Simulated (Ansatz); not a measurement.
CH₅BClNO (`NB(Cl)CO`), relaxed with RKS PBE0-D4/def2-TZVP in Ansatz from a PBE-D4/def2-SVP geometry. The force threshold is 0.005 eV/Å; the program also tests the step.

The species carries charge 0 and has multiplicity 1.

Start:

```xyz
10

N     0.440    1.622    0.335
B     0.485    0.250    0.078
Cl    2.085   -0.577    0.117
C    -0.773   -0.640   -0.303
O    -0.705   -1.989    0.133
H     1.271    2.184    0.522
H    -0.433    2.149    0.348
H    -1.700   -0.192    0.124
H    -0.908   -0.565   -1.418
H     0.237   -2.243    0.063
```

```
step  energy (eV)  largest force (eV/Å)  largest move (Å)
   1  -17849.2946                 0.775             0.000
   2  -17849.3312                 0.275             0.021
   3  -17849.3357                 0.082             0.019
   4  -17849.3360                 0.089             0.021
   5  -17849.3365                 0.022             0.007
   6  -17849.3366                 0.065             0.022
   7  -17849.3370                 0.035             0.008
   8  -17849.3373                 0.029             0.024
   9  -17849.3374                 0.019             0.014
  10  -17849.3374                 0.008             0.013
  11  -17849.3374                 0.004             0.005
```

End:

```xyz
10

N     0.440    1.614    0.299
B     0.488    0.244    0.102
Cl    2.069   -0.573    0.229
C    -0.770   -0.626   -0.282
O    -0.690   -2.001    0.030
H     1.255    2.173    0.484
H    -0.421    2.134    0.264
H    -1.662   -0.229    0.217
H    -0.950   -0.486   -1.363
H     0.240   -2.251    0.021
```

Hardware: 4 threads of a server CPU on a shared host. Wall time 37 s, peak host memory 0.45 GiB.
